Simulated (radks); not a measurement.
Spherical quantum dot in the effective-mass picture: electrons in a well V = -V0 / (1 + exp((r - R)/a)) with V0 = 49.3, R = 1.49, a = 0.16, with a point charge +2 (a donor) at the centre, all in effective atomic units (hartree* = m*/eps^2 hartree, bohr* = eps/m* bohr), one dielectric constant everywhere. Method: non-relativistic Kohn-Sham, exchange-only LDA, spin-polarised, spherical densities; computed with a radial shooting solver with Libxc functionals. Levels are named by radial order and angular momentum (1s, 1p, 1d, 2s, ...), and open shells are averaged over m.

N = 8, configuration 1s2 1p6. This is the lowest configuration that the search found. Occupied and some empty levels:

level,occupation,eigenvalue (hartree*),<r> (bohr*)
1s,2,-41.186,0.6036
1p,6,-37.764,0.8161
2s,0,-34.490,0.7427
1d,0,-34.333,0.9198
1f,0,-30.450,0.9949

Energy (hartree*): total -344.265, kinetic 32.298, external -407.55, Hartree 37.469, exchange-correlation -6.4780. Static polarisability (adiabatic kernel): 0.4504 bohr*^3.

Electron density:

r (bohr*),n(r) (e/bohr*^3)
0.113,3.727
0.235,2.851
0.356,2.500
0.478,2.318
0.600,2.101
0.721,1.757
0.843,1.299
0.964,0.8148
1.09,0.4141
1.21,0.1637
1.33,0.04758
1.45,0.01021
1.57,0.001618
